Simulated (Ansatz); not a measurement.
The same path of CH4ClIn (7 atoms, charge 0, multiplicity 1) was run twice with different band settings. Lost on the way: In1–H3. Made: Cl2–H3.

Theory: RKS r2SCAN/def2-SVP in Ansatz 0.2.0.

Relaxed end points:

```xyz
7
Properties=species:S:1:pos:R:3
In -0.507 -0.893 -0.374
Cl 1.234 -2.511 -0.509
H -2.013 -1.556 -0.864
C 0.225 0.999 0.335
H 0.207 0.993 1.436
H 1.262 1.146 0.002
H -0.408 1.822 -0.026
```

```xyz
7
Properties=species:S:1:pos:R:3
In -1.554 0.265 -0.650
Cl 0.238 -2.377 -0.375
H -0.635 -3.140 -0.937
C 0.245 1.191 0.355
H 0.395 0.776 1.370
H 1.171 0.999 -0.218
H 0.140 2.286 0.457
```

Common settings: movable images 7; climbing image yes; spring 5.0 eV/Å²; start path through a guess of the saddle point; force threshold 0.05 eV/Å; iteration limit 60; end points relaxed.

| run | optimiser | largest step |
| --- | --- | --- |
| 1 | quadratic models (default) | default |
| 2 | fire | 0.5 Å |

What does each run give, and how far can it be trusted?

Run 1: converged after 10 iterations, highest image 1.682 eV above the first end. A vibrational analysis at the climbing image gives one clearly imaginary mode, 819i cm⁻¹: a first-order saddle point.
Run 2: converged after 45 iterations, highest image 1.683 eV above the first end. Another band between the same ends (7 images) ends at a top of the same energy, where a vibrational analysis finds 1 clearly imaginary mode.
The orbitals stay closed-shell, which can raise the energy where a bond breaks towards radicals; this wasn't checked here.
